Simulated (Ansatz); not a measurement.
System: PO (charge 0, doublet). 
Coordinates optimised at B3LYP-D3(BJ)/def2-TZVP (Ansatz, a program for electronic structure):
```xyz
2

P      0.0000     0.0000    -0.5147
O      0.0000     0.0000     0.9651
```
Charge 0, spin multiplicity 2.

Quantity: vertical electron affinity (to the triplet state of charge -1; a negative value means that the extra electron is unbound and the number depends on the basis; each state is the SCF solution reached for its spin), in eV. Valence correlation only, unless marked. Open shells are spin-unrestricted. Spin-orbit coupling is left out. Non-relativistic. Anions need diffuse functions: aug- sets have them; def2-D sets add few. CBS marks a two-point X^-3 extrapolation of the correlation energy; Hartree-Fock from the larger set.

CCSD(T)/CBS(aug-cc-pV(T+d)Z,aug-cc-pV(Q+d)Z) (Ansatz) gives 1.04 eV.

Another calculation gave 0.84 eV. Which level was it?
(A) wB97X/def2-TZVPD (Ansatz)
(B) r2SCAN/def2-TZVPD (Ansatz)
(C) wB97M-V/def2-TZVPD (Ansatz)

C, wB97M-V/def2-TZVPD (Ansatz). The others give 1.09 (r2SCAN), 0.98 (wB97X) eV.
